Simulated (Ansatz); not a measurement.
# Ligand exchange: BH2Cl + GeH3I → BH2I + GeH3Cl

Species: BH2Cl `BCl`, singlet; GeH3I `[GeH3][I]`, singlet; BH2I `BI`, singlet; GeH3Cl (chlorogermane) `[Cl][GeH3]`, singlet. The partners trade Cl for I: B–Cl and Ge–I bonds give way to B–I and Ge–Cl.

Shapes, held fixed at every level: PBE0-D4/def2-TZVP. Programs: Ansatz 0.2.0. The zero-point and thermal change to 298 K, harmonic and unscaled (PBE0-D4/def2-TZVP), is -1.0 kJ/mol.

Question: Estimate ΔH(298 K) of this reaction.

Answer: The highest level, CCSD(T)/def2-TZVPP, gives ΔH(298 K) = +30.7 kJ/mol; the levels span +30.7 to +44.9. The column of differences is taken from that level and isn't an error. No measured value is set beside it here. For atoms past krypton def2 sets carry core potentials with scalar relativity. Relativity is left out for Ge. Outer-core shells of Ge, I are correlated in most correlated rows, in sets that cover them unevenly. CCSD(T)/def2-TZVPP lies outside the range of all other levels here, so it shouldn't be taken on trust. Times are processor times on shared x86 and Arm servers, and rough.

```
                level                   kind  ΔH(298 K) (kJ/mol)  less CCSD(T)/def2-TZVPP  CPU time (sum over the molecules)
          HF/def2-SVP           Hartree–Fock               +41.6                    +10.9                                  –
    PBE-D4/def2-TZVPP                    GGA               +35.0                     +4.3                              8.4 s
  BHLYP-D4/def2-TZVPP          global hybrid               +37.9                     +7.2                               12 s
   PBE0-D4/def2-TZVPP          global hybrid               +36.3                     +5.6                              8.8 s
r2SCAN0-D4/def2-TZVPP          global hybrid               +36.3                     +5.6                               16 s
    B2PLYP/def2-TZVPP          double hybrid               +34.3                     +3.6                               20 s
        CCSD/def2-SVP  coupled cluster or CI               +44.9                    +14.2                                  –
   CCSD(T)/def2-TZVPP  coupled cluster or CI               +30.7                      0.0                               52 s
```
